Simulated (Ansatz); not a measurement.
Cost and result for the atomization energy of GaH7SiSn (`[GaH2][SiH2][SnH3]`) (10 atoms, 9 bonds).

Cartesian coordinates in Å:
```
Ga -0.420 1.722 1.419
Si 0.875 0.593 -0.256
Sn -0.277 -1.627 -0.847
H -0.163 1.444 2.944
H -1.588 2.687 1.001
H 0.988 1.372 -1.522
H 2.252 0.257 0.204
H -0.396 -2.627 0.533
H -1.861 -1.347 -1.426
H 0.590 -2.475 -2.050
```

Charge 0, multiplicity 1. Correlated methods include outer-core shells of Ga, Sn, which these sets cover unevenly. Scalar relativity is left out up to krypton. Sn: def2 effective core potential. Geometry: relaxed with PBE0-D4/def2-TZVP. Program: Ansatz. All runs use 4 threads of an Arm Neoverse V2 on a shared host. Times are those of one run each, without the atoms' runs, and a repeat can differ threefold. Electronic energies, without spin–orbit coupling; frozen cores. CCSD(T)/CBS adds CCSD(T) − MP2 in def2-TZVPP to the MP2 limit, and its time is that of the two runs behind it. T1 = 0.014. With those shells the extrapolation isn't a true limit. B3LYP takes the VWN-RPA correlation (the form of Gaussian; ORCA's B3LYP/G). HSE06 is the plane-wave form, built on full-range PBE exchange.

CCSD(T)/CBS is a level of theory with its own doubt, some kJ/mol a heavy atom from the limit and from the frozen cores, so smaller differences don't rank the functionals.

```
                             level  functions  wall time
            LDA (SPW92)/def2-TZVPP        238      1.4 s
               BHLYP-D4/def2-TZVPP        238        4 s
               HSE06-D4/def2-TZVPP        238      4.6 s
           CAM-B3LYP-D4/def2-TZVPP        238      4.7 s
r2SCAN-D4/def2-TZVPP (with forces)        238      5.5 s
             r2SCANh-D4/def2-TZVPP        238      6.5 s
 B3LYP-D4/def2-TZVPP (with forces)        238        7 s
                 B2PLYP/def2-TZVPP        238      8.5 s
                 B97M-V/def2-TZVPP        238        9 s
                  CCSD(T)/def2-SVP        111      9.1 s
                    MP2/def2-QZVPP        451       24 s
                CCSD(T)/def2-TZVPP        238    2.7 min
                 CCSD(T)/CBS(def2)          –    3.1 min
```

**Question.** What atomization energy does each give, and how far from CCSD(T)/CBS? (Best estimate.)

**Answer.** Ansatz gave: 
```csv
level,atomization (kJ/mol),difference from CCSD(T)/CBS,per bond
LDA (SPW92)/def2-TZVPP,2652.3,244.0,27.1
BHLYP-D4/def2-TZVPP,2361.7,-46.6,-5.2
HSE06-D4/def2-TZVPP,2344.8,-63.5,-7.1
CAM-B3LYP-D4/def2-TZVPP,2386.6,-21.7,-2.4
r2SCAN-D4/def2-TZVPP (with forces),2388.1,-20.2,-2.2
r2SCANh-D4/def2-TZVPP,2383.1,-25.2,-2.8
B3LYP-D4/def2-TZVPP (with forces),2368.0,-40.3,-4.5
B2PLYP/def2-TZVPP,2332.3,-76.0,-8.4
B97M-V/def2-TZVPP,2443.4,35.1,3.9
CCSD(T)/def2-SVP,2231.6,-176.7,-19.6
MP2/def2-QZVPP,2319.7,-88.6,-9.8
CCSD(T)/def2-TZVPP,2360.5,-47.8,-5.3
CCSD(T)/CBS(def2),2408.3,0.0,0.0
```

At CCSD(T), def2-SVP lies −176.7 kJ/mol from the extrapolated value and def2-TZVPP −47.7 kJ/mol: correlation converges slowly with the basis, and small sets miss more of it in the bonded molecule than in its fragments. Leaving LDA and LC-ωPBE aside and taking each functional with its dispersion term where it has one, the values, not all of them listed here, spread over 143.2 kJ/mol, from revPBE-D4 to B97M-V. LDA lies +338.1 kJ/mol from PBE without D4, its usual overbinding. From BLYP to BHLYP (50 % exact exchange), in def2-TZVPP and without D4, the atomization energy moves by +48.5 kJ/mol.

Spin–orbit coupling would lower the free Sn atoms strongly, and the atomization energy with them, by more than many differences here. For some Ge, Se and Sn compounds the MP2-based and the directly extrapolated limit differ by 10 to 25 kJ/mol.
